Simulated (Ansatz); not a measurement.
The cluster PbBr2, relaxed as a singlet with RKS B3LYP-D4/def2-TZVP in Ansatz, starting from the GFN1-xTB geometry. Force threshold 0.02 eV/Å.

In the def2 sets Pb takes a core potential; there is no spin–orbit coupling. The structure comes from a short search, and lower isomers may exist.

Start:

Cartesian coordinates in Å:
```
Pb 0.6160 0.3894 0.9236
Br 1.2681 -0.0239 -1.5857
Br -1.8841 -0.3655 0.6620
```

Q: Estimate the energy that the relaxation releases and the steps that it takes.

A: 0.01 eV, in 3 steps; 4.6 s on 4 threads of AMD EPYC 7B13 on a shared host. No frequencies were taken in this run, so the end may be a saddle point.

Q: Does the start keep its bonding and symmetry?

A: By distances, no bond broke or formed. The bond that changes most is Pb1–Br3, from 2.62 to 2.63 Å (atoms count from 1). Point group C2v at the start, C2v at the end, both within 0.05 Å.

Q: Predict the relaxed structure.

A: 
Cartesian coordinates in Å:
```
Pb 0.586 0.370 0.878
Br 1.354 -0.007 -1.614
Br -1.940 -0.364 0.735
```
Bond lengths: 2 × Br–Pb 2.63 Å.
